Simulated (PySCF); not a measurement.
C7H7ClN (doublet state).
Structure used (GFN2-xTB), in Å, numbered top down from 1:
```xyz
16
C7H7ClN angstrom
N     -4.502    1.415   -0.482
C     -3.686    0.772   -0.005
C     -2.646   -0.047    0.563
C     -1.580   -0.322   -0.484
C     -0.335   -0.017   -0.340
C      0.950    0.304   -0.135
C      1.893   -0.547    0.419
C      3.273   -0.138    0.670
Cl     3.464    0.331    2.442
H     -3.089   -0.992    0.893
H     -2.213    0.467    1.425
H     -1.949   -0.790   -1.391
H      1.272    1.291   -0.450
H      1.587   -1.525    0.758
H      3.990   -0.944    0.530
H      3.564    0.750    0.111
```

The hyperfine couplings belong to this conformer and change with its torsions.

The species is `N#CC/C=[C]\C=C\CCl` [radical].

Theory: PySCF, UKS B3LYP, pcH-1 on C Cl H N, non-relativistic, mean-field spin-orbit, GIAO. One conformer (not necessarily the lowest) at the GFN2-xTB geometry, without solvent, vibrations or thermal averaging. Couplings are sensitive to structure, and on GFN2-xTB geometries they can be far from those on DFT ones. No stability test was run, so a lower SCF solution isn't excluded. ⟨S²⟩ is 0.774 where a pure state has 0.75.

Where do the isotropic ENDOR lines of C7, C3, C5, C6, C4, H12, H14, H15/H16, H13 and Cl9 fall at 3337.4 mT, to first order?

ν± = |νn ± a/2|, one line for each electron-spin manifold; νn = |g_N| × 7.62259 MHz/T × B.

```tsv
nuclei	isotope	g_N	νn (MHz)	a_iso (MHz)	lower line (MHz)	upper line (MHz)
C7	13C	1.4048	35.74	61.33	5.07	66.40
C3	13C	1.4048	35.74	61.01	5.23	66.24
C5	13C	1.4048	35.74	48.49	11.49	59.98
C6	13C	1.4048	35.74	-47.88	11.80	59.68
C4	13C	1.4048	35.74	-34.77	18.35	53.12
H12	1H	5.5857	142.10	89.29	97.46	186.74
H14	1H	5.5857	142.10	-41.00	121.60	162.60
H15/H16	1H	5.5857	142.10	16.88	133.66	150.54
H13	1H	5.5857	142.10	15.04	134.58	149.62
Cl9	35Cl	0.5479	13.94	34.18	3.15	31.03
```

The rows for 13C, of low natural abundance, apply to labelled samples.

Which pairs are centred on the nuclear Larmor frequency, and which on half the coupling?

Centred on νn, since |a| < 2νn: C7, C3, C5, C6, C4, H12, H14, H15/H16 and H13. Centred on |a|/2 and split by 2νn: Cl9.

At what field would the lower line of C5 fall to zero frequency?

Where νn = |a|/2, that is B = 24.25 MHz/(1.4048 × 7.62259 MHz/T) = 2260 mT, as far as first order holds there.

Couplings of abundant isotopes left out: H10/H11 (-4.4 MHz).

Class means assume fast exchange of nuclei equivalent by connectivity; if that motion is slow, each nucleus keeps its own coupling. The 1H value of +16.9 MHz is a mean of couplings from 5.0 to 28.7 MHz in this one geometry, not an average over conformers.

Main isotope only: 35Cl (natural samples also hold 24 % 37Cl, magnetic too, which adds its own pattern).

The run took 2.2 min wall (grids of density and orbitals included) on one thread, Arm Neoverse V2 (aarch64), shared host with 32 logical CPUs at a one-minute load of 29, and the process peaked at 1.1 GiB of memory.
